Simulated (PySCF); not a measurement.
Ionisation energy of Sn by level of theory

Sn [Kr] 4d10 5s2 5p2 (3P) → Sn+ [Kr] 4d10 5s2 5p1 (2P), as a difference of total energies. Calculation: PySCF 2.14, in aug-cc-pwCVDZ-PP with ECP28MDF; a scalar-relativistic core potential. Correlated levels: valence: 4s2 4p6 4d10 frozen. The calculations carry no spin-orbit coupling.

| method | ionisation energy (eV) | error (eV) |
| --- | --- | --- |
| UHF | 6.856 | -0.533 |
| MP2 (valence) | 7.093 | -0.296 |
| SCS-MP2 (valence) | 7.032 | -0.357 |
| CCSD (valence) | 7.122 | -0.267 |
| CCSD(T) (valence) | 7.135 | -0.254 |
| CCSDT (valence) | 7.138 | -0.251 |

Reference: 7.389 eV (measured; NIST levels, between the centres of gravity of the two terms).

Errors of the correlated levels include the incompleteness of this basis and the frozen core.
